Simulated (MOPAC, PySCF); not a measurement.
CH3FSi, SMILES `C[Si]F` (lower singlet), neutral singlet in the gas phase. This singlet lies 1.87 eV below the relaxed triplet at the level frozen-core CCSD(T)/cc-pVTZ // PBE0-D3(BJ)/def2-SVP (Ansatz).

Z-matrix (Å, degrees):
```
C
H 1 1.1008
H 1 1.1053 2 108.87
H 1 1.1054 2 108.84 3 115.56
Si 1 1.8950 2 113.07 4 122.18
F 5 1.6441 1 97.85 2 179.86
```
Charge 0, multiplicity 1.

All levels are single points at this geometry (PBE0-D3(BJ)/def2-SVP); Pople sets use spherical d functions. Orbital energies aren't observables, and empty levels follow the basis.

PM3 in MOPAC gives gap (eV) = 6.44.

Estimate the gap (eV) from each of these levels: PBE-D3(BJ)/def2-TZVP in PySCF; ωB97X-D3(BJ)/def2-TZVP in PySCF; B3LYP/3-21G in PySCF; B3LYP/6-311+G** in PySCF; B3LYP/6-31G* in PySCF; PBE/6-31G* in PySCF; PM6 in MOPAC; PM7 in MOPAC.


```json
[
 {"level": "PBE-D3(BJ)/def2-TZVP in PySCF", "gap (eV)": "2.53"},
 {"level": "ωB97X-D3(BJ)/def2-TZVP in PySCF", "gap (eV)": "8.93"},
 {"level": "B3LYP/3-21G in PySCF", "gap (eV)": "4.02"},
 {"level": "B3LYP/6-311+G** in PySCF", "gap (eV)": "4.07"},
 {"level": "B3LYP/6-31G* in PySCF", "gap (eV)": "4.10"},
 {"level": "PBE/6-31G* in PySCF", "gap (eV)": "2.50"},
 {"level": "PM6 in MOPAC", "gap (eV)": "6.88"},
 {"level": "PM7 in MOPAC", "gap (eV)": "9.56"}
]
```
